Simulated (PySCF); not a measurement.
Input of a run (PBE0-D3(BJ)/def2-SVP geometry optimisation, gas phase (PySCF 2.14.0)), started from GFN2-xTB:
```
{"job": {"xc": "PBE0", "basis": "def2-SVP", "d3": "d3bj", "grid": 1, "maxiter": 40, "shake": 0.03, "kind": "geom"}, "charge": -1, "multiplicity": 3}
V      0.070410    -0.081420     0.018620
F     -0.011370    -0.027590     1.803810
F      1.641790     0.005620    -0.642390
F     -0.760710     1.479900    -0.595740
F     -0.865270    -1.486990    -0.646420
```

Output (energies in Eh, forces in Eh/bohr):
```
step   0  E = -1342.63359178  max force = 0.063834
step   1  E = -1342.64061123  max force = 0.013918
step   2  E = -1342.64124296  max force = 0.001402
step   3  E = -1342.64134492  max force = 0.001112
step   4  E = -1342.64137048  max force = 0.000865
step   5  E = -1342.64137958  max force = 0.000253
optimisation converged
```

Summarise the run.

The energy falls by 0.212 eV over 6 energy and gradient evaluations, the largest force component goes from 0.0638 to 2.5e-04 Eh/bohr, and the atoms move by 0.064 Å rms after alignment. The bond that changes most is V1–F3 (ends: vanadium bonded to 4 F; fluorine bonded to V), which lengthens by 0.105 Å. Bonds longer at the end by more than 0.005 Å: 2 of 4; shorter: 1. Among the angles that change most is F2–V1–F3, from 115.3° to 109.5°. The energy never rose by more than 1e-6 Eh on the way. The first step brought 90 % of the lowering.

What are the final bond lengths?

V1–F2 1.811 Å, V1–F3 1.812 Å, V1–F4 1.812 Å, V1–F5 1.812 Å. Numbering counts from 1 in the input's order; the species is [VF4]- (`[F][V-]([F])([F])[F]`) [triplet].

The run used 87 basis functions and 60 SCF cycles in all.

Whether it is a minimum is left open (no frequencies). ⟨S²⟩ = 2.005 (exact for a triplet: 2.00). The geometry's basis has no diffuse functions, a weakness for an anion.
